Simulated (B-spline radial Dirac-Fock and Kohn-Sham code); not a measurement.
## K-line shifts caused by a second vacancy in Tm²⁺

System: thulium as Tm²⁺ in the configuration [Xe] 4f13, inside a Watson sphere of charge -2 and radius 2.7 Å (a model of the Madelung potential; inside it an electron's potential energy is raised by 10.7 eV).

These are calculated numbers from a radial atomic solver; the model is Dirac-Fock ΔSCF + Breit + QED. Each two-hole energy is an average over J within one jj subconfiguration, not an observable level; in light atoms, where LS coupling holds, the j-resolved values are not observed lines, and for a K spectator the Kα1 hypersatellite is nearly forbidden. The model has no electron correlation.

Lines without a spectator: Kα2 (K-L2) 49769.6 eV, Kα1 (K-L3) 50738.6 eV, Kβ3 (K-M2) 57295.0 eV, Kβ1 (K-M3) 57502.6 eV. Shifts in eV with one spectator hole (a dash: not computed, or left out as unreliable):

```
spectator hole     Kα2     Kα1      Kβ3      Kβ1
        K (1s)  +885.4  +942.7  +1143.4  +1156.6
    L2 (2p1/2)  +110.0  +145.8        –   +284.4
    L3 (2p3/2)   +88.5   +95.0   +223.1        –
    M2 (3p1/2)       –  +22.36    +44.7    +52.9
    M3 (3p3/2)  +13.22       –    +39.7    +39.9
    M4 (3d3/2)   +4.51   +1.14        –        –
    M5 (3d5/2)   -0.47   +3.13        –        –
```
